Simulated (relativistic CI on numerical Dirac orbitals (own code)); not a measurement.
Computed by Dirac-Coulomb-Breit CI, separate exchange-only KLI orbitals for each configuration, a model potential for QED, unscaled Slater integrals (own radial code, finite nucleus).

Configurations in the expansion (outside the closed core [Ar]): 3d¹⁰4s, 3d¹⁰4p, 3d¹⁰4d, 3d¹⁰4f, 3d¹⁰5s, 3d¹⁰5p, 3d¹⁰5d, 3d¹⁰5f, 3d¹⁰5g, 3d¹⁰6s, 3d¹⁰6p, 3d⁹4s², 3d¹⁰6d, 3d¹⁰6f, 3d⁹4s4p, 3d¹⁰7s, 3d¹⁰8s, 3d⁹4s4d, 3d⁹4s4f, 3d⁹4s5s, 3d⁹4s5p, 3d⁹4s5d, 3d⁹4s5f. Double excitations out of closed p, d and f shells are left out; levels of such configurations are missing from the list, as are those of other unlisted configurations, and high levels can miss mixing partners.

At this charge energies of transitions that change n are usually good to better than 1 %, and those within a shell (Δn = 0) to a few per cent.

Outline of the computed level scheme of Ir XLIX. Lowest level of each configuration: 3d¹⁰4s ²S1/2 at 0.00 eV; 3d¹⁰4p ²P°1/2 at 104.95 eV; 3d¹⁰4d ²D3/2 at 390.74 eV; 3d¹⁰4f ²F°5/2 at 588.51 eV; 3d¹⁰5s ²S1/2 at 1087.31 eV; 3d¹⁰5p ²P°1/2 at 1138.57 eV; 3d¹⁰5d ²D3/2 at 1274.24 eV; 3d¹⁰5f ²F°5/2 at 1363.23 eV; 3d¹⁰5g ²G7/2 at 1406.62 eV.

Some strong electric-dipole decays among the lowest 16 levels: 3d¹⁰5g ²G9/2 → 3d¹⁰4f ²F°7/2 (2.8e+13 s⁻¹); 3d¹⁰5g ²G7/2 → 3d¹⁰4f ²F°5/2 (2.7e+13 s⁻¹); 3d¹⁰5f ²F°7/2 → 3d¹⁰4d ²D5/2 (1.5e+13 s⁻¹); 3d¹⁰5f ²F°5/2 → 3d¹⁰4d ²D3/2 (1.4e+13 s⁻¹); 3d¹⁰5s ²S1/2 → 3d¹⁰4p ²P°3/2 (8.8e+12 s⁻¹); 3d¹⁰5d ²D5/2 → 3d¹⁰4p ²P°3/2 (7.5e+12 s⁻¹); 3d¹⁰5p ²P°1/2 → 3d¹⁰4s ²S1/2 (5.9e+12 s⁻¹); 3d¹⁰5p ²P°1/2 → 3d¹⁰4d ²D3/2 (4.7e+12 s⁻¹).

LS names give the leading component of a level, which can be under half, so a name can repeat, a term be missing and a line seem to break the LS rules.
